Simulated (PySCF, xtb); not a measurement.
B(H)(NHMe)2 (C₂H₉BN₂), SMILES CNBNC. Other conformers were not sampled.

Harmonic wavenumbers (cm⁻¹) from GFN2-xTB run with xtb at its own minimum, in rising order: 59, 127, 134, 199, 267, 335, 524, 549, 570, 798, 927, 986, 1059, 1110, 1115, 1117, 1143, 1231, 1306, 1406, 1420, 1425, 1483, 1488, 1490, 1503, 1519, 2596, 2888, 2898, 2929, 2951, 3020, 3034, 3451, 3475.

Problem. What does PBE0-D3(BJ)/def2-SVP (PySCF) give at its own minimum? (An estimate is asked for; the answer gives what the named calculation found.)

Solution. 83, 134, 146, 193, 295, 342, 482, 589, 600, 894, 934, 1002, 1085, 1137, 1148, 1165, 1196, 1249, 1334, 1444, 1452, 1460, 1465, 1469, 1484, 1506, 1598, 2585, 3005, 3014, 3074, 3087, 3128, 3157, 3643, 3689. Paired by order, the mean absolute difference is 54 cm⁻¹ and the zero-point energies are 75.1 and 77.6 kcal/mol.
